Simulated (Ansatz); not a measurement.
System: 3-methyl-2,5-dihydro-1H-silole, C5H10Si (charge 0, singlet). 
Geometry from a B3LYP-D3(BJ)/def2-TZVP (Ansatz, a first-principles code) optimisation:
SMILES: CC1=CC[SiH2]C1
```xyz
16

C      2.5183    -0.3663     0.0372
C      1.0263    -0.2365     0.0530
C      0.2006    -1.1896     0.4960
C     -1.2946    -0.9763     0.4773
Si    -1.4446     0.7638    -0.2592
C      0.4155     1.0531    -0.4639
H      2.9068    -0.2576    -0.9801
H      2.9833     0.4242     0.6342
H      2.8453    -1.3300     0.4288
H      0.5972    -2.1273     0.8745
H     -1.8008    -1.7363    -0.1251
H     -1.7226    -1.0492     1.4814
H     -2.0889     1.7362     0.6580
H     -2.1837     0.7939    -1.5456
H      0.7808     1.9124     0.1071
H      0.7098     1.2340    -1.5023
```

Total electronic energies in hartree. Valence correlation only, unless marked. No spin-orbit coupling. No relativistic terms. CBS marks a two-point X^-3 extrapolation of the correlation energy; Hartree-Fock from the larger set. The bracket is a focal-point correction in the basis named.

```tsv
level	program	energy (Eh)
HF/cc-pV(T+d)Z	Ansatz	-484.16973
HF/aug-cc-pV(Q+d)Z	Ansatz	-484.18571
PBE0/STO-3G	Ansatz	-480.01885
PBE0-D3(BJ)/def2-TZVPD	Ansatz + dftd3	-485.76281
PBE0/def2-TZVP	Ansatz	-485.74932
B2PLYP-D3(BJ)/def2-TZVPD	Ansatz + dftd3	-485.81007
B2PLYP/def2-TZVPD	Ansatz	-485.79812
MP2/cc-pV(D+d)Z	Ansatz	-484.89262
RI-MP2/aug-cc-pV(Q+d)Z	Ansatz	-485.21412
RI-MP2/cc-pV(Q+d)Z	Ansatz	-485.20644
SCS-MP2/aug-cc-pV(T+d)Z	Ansatz	-485.15441
CCSD/aug-cc-pV(D+d)Z	Ansatz	-485.00303
CCSD(T)/cc-pV(Q+d)Z	Ansatz	-485.30268
RI-MP2/CBS(cc-pV(T+d)Z,cc-pV(Q+d)Z)+[CCSD(T)-MP2]/cc-pV(D+d)Z	Ansatz	-485.3531
CCSD(T)/CBS(cc-pV(T+d)Z,cc-pV(Q+d)Z)	Ansatz	-485.3413
```

Totals of different functionals don't rank their quality; only differences between species are comparable.
